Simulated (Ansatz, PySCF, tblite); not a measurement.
Bond stretch in HCl (cation, charge +1), doublet.

Methods: UHF/6-31G* = unrestricted Hartree-Fock/6-31G*, spherical d (PySCF); UKS-B3LYP/6-31G* = unrestricted B3LYP/6-31G*, spherical d (PySCF); GFN2-xTB, 300 K electronic temperature (tblite); FCI = full CI/aug-cc-pVDZ, frozen core (Ansatz, a program for electronic structure).

Energies relative to the lowest point of each curve near equilibrium, in eV; the last columns give the difference from FCI:

| R / Å | UHF/6-31G* | UKS-B3LYP/6-31G* | GFN2-xTB | FCI | UHF/6-31G* − FCI | UKS-B3LYP/6-31G* − FCI | GFN2-xTB − FCI |
|---|---|---|---|---|---|---|---|
| 1.00 | 2.487 | 2.709 | 2.016 | 2.815 | -0.329 | -0.106 | -0.800 |
| 1.07 | 1.233 | 1.419 | 1.005 | 1.499 | -0.266 | -0.079 | -0.494 |
| 1.12 | 0.666 | 0.820 | 0.568 | 0.880 | -0.215 | -0.060 | -0.312 |
| 1.18 | 0.250 | 0.360 | 0.248 | 0.399 | -0.149 | -0.039 | -0.151 |
| 1.25 | 0.029 | 0.082 | 0.060 | 0.100 | -0.070 | -0.017 | -0.040 |
| 1.28 | 0.000 | 0.027 | 0.022 | 0.037 | -0.037 | -0.009 | -0.015 |
| 1.32 | 0.007 | 0.000 | 0.000 | 0.000 | 0.007 | 0.000 | 0.000 |
| 1.37 | 0.074 | 0.024 | 0.010 | 0.015 | 0.060 | 0.009 | -0.005 |
| 1.40 | 0.139 | 0.063 | 0.032 | 0.049 | 0.089 | 0.014 | -0.018 |
| 1.48 | 0.371 | 0.231 | 0.132 | 0.211 | 0.161 | 0.020 | -0.078 |
| 1.54 | 0.583 | 0.397 | 0.239 | 0.378 | 0.205 | 0.020 | -0.139 |
| 1.64 | 0.966 | 0.715 | 0.457 | 0.705 | 0.260 | 0.009 | -0.249 |
| 1.80 | 1.566 | 1.248 | 0.864 | 1.275 | 0.291 | -0.027 | -0.411 |
| 2.01 | 2.161 | 1.886 | 1.424 | 1.986 | 0.175 | -0.100 | -0.562 |
| 2.17 | 2.464 | 2.279 | 1.823 | 2.458 | 0.006 | -0.180 | -0.636 |
| 2.36 | 2.723 | 2.627 | 2.235 | 2.933 | -0.210 | -0.306 | -0.698 |
| 2.62 | 2.960 | 2.945 | 2.672 | 3.445 | -0.484 | -0.499 | -0.773 |
| 2.89 | 3.109 | 3.150 | 2.977 | 3.831 | -0.722 | -0.681 | -0.854 |
| 3.18 | 3.196 | 3.281 | 3.167 | 4.110 | -0.914 | -0.829 | -0.943 |
| 3.54 | 3.246 | 3.359 | — | 4.304 | -1.058 | -0.945 | — |
| 3.98 | 3.268 | 3.381 | — | 4.400 | -1.133 | -1.019 | — |
| 4.66 | 3.276 | 3.345 | — | 4.440 | -1.164 | -1.095 | — |
| 5.28 | 3.277 | 3.289 | — | 4.449 | -1.172 | -1.159 | — |

UHF/6-31G* is furthest from FCI at 5.28 (-1.172 eV, below); its mean absolute difference over the points is 0.399 eV.

UKS-B3LYP/6-31G* is furthest from FCI at 5.28 (-1.159 eV, below); its mean absolute difference over the points is 0.314 eV.

GFN2-xTB is furthest from FCI at 3.18 (-0.943 eV, below); its mean absolute difference over the points is 0.378 eV.

Dashes: no converged value, or the column stops at the first point that the program doubted or that broke a chosen test of continuity, which isn't proof of a fault.

The unrestricted determinant behind UHF/6-31G* is spin-contaminated at 2.01 to 5.28 Å (<S²> up to 1.8, against 0.75 for a pure doublet). The unrestricted determinant behind UKS-B3LYP/6-31G* is spin-contaminated at 2.17 to 5.28 Å (<S²> up to 1.3, against 0.75 for a pure doublet).
